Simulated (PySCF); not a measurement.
# Correlation energy of O (oxygen, neutral)

[He] 2s1 2p5, high-spin 3P determinant (an excited configuration). Computed with PySCF 2.14 in aug-cc-pVQZ, with the non-relativistic Hamiltonian (point nucleus). Frozen: 1s2; 6 electrons correlated.

| level | correlation energy (mhartree) |
| --- | --- |
| CCSD | -219.59 |
| (T) | -15.67 |
| CCSD(T) | -235.26 |

Diagnostics: T1 = 0.023, D1 = 0.0566, largest double amplitude 0.193.

Question: Is a single reference adequate?

Answer: Not fully. A double-excitation amplitude exceeds 0.15, a sign of near-degeneracy.
